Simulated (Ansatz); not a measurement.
Program: Ansatz. Geometries: PBE0-D4/def2-TZVP. ΔE: electronic, gas phase. CCSD(T)/CBS is the MP2 limit (def2-TZVPP, def2-QZVPP) plus CCSD(T) − MP2 in def2-TZVPP, frozen cores. This one scheme is used for every species. DFT in def2-TZVPP. For Ga outer-core shells are correlated without core-valence functions, which leaves a few kJ/mol of doubt a bond. Scalar relativity is left out up to krypton.

Consider the silylene loss: `[CH3][Ga]([CH3])[SiH3]` → `[CH3][GaH][CH3]` + `[SiH2]`.

| level | ΔE (kJ/mol) | difference from CCSD(T)/CBS |
| --- | --- | --- |
| r2SCAN-D4 | 277.5 | 22.1 |
| r2SCANh-D4 | 277.6 | 22.2 |
| r2SCAN | 275.3 | 19.9 |
| r2SCAN0 | 275.1 | 19.7 |
| MP2/def2-SVP | 255.6 | 0.2 |
| CCSD/def2-SVP | 235.2 | -20.2 |
| HF/def2-TZVPP | 227.1 | -28.3 |
| CCSD/def2-TZVPP | 244.1 | -11.3 |
| HF/def2-QZVPP | 226.6 | -28.8 |
| MP2/def2-QZVPP | 268.0 | 12.6 |
| CCSD(T)/CBS | 255.4 | 0 |

Largest T1 diagnostic among the species: 0.014.

From BLYP to BHLYP (50 % exact exchange), in def2-TZVPP and without D4, ΔE moves by +16.4 kJ/mol. Leaving LDA and LC-ωPBE aside and taking each functional with its dispersion term where it has one, the values, not all of them listed here, spread over 33.0 kJ/mol, from BLYP-D4 to r2SCAN0-D4. LDA lies +28.8 kJ/mol from PBE without D4.

CCSD(T)/CBS has its own doubt, a few kJ/mol and more with outer-core shells, so smaller differences from it don't rank the levels.
